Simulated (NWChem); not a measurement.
System: diarsenic (As$_{2}$); SMILES [As]#[As]

The following NWChem deck was run.

```
start job
memory heap 200 mb stack 700 mb global 900 mb
geometry units angstroms noautosym nocenter noautoz
  As     0.000000     0.000000     1.059269
  As     0.000000     0.000000    -1.059269
end
basis spherical
  * library pcsseg-1
end
dft
  xc kt2
  iterations 150
end
property
  shielding 1 1
end
task dft property
```

The geometry was optimised at B3LYP/6-31G* (spherical d).

GIAO values for the isolated, static molecule; σ is the absolute isotropic shielding.

Atoms are numbered as in the input.

Task: Predict the main results of this run. (KT2/pcSseg-1, GIAO.) Quantities: σ As1 (ppm).

Result: 
```
Quantity     Result
-----------  ------
σ As1 (ppm)  -305.1
```
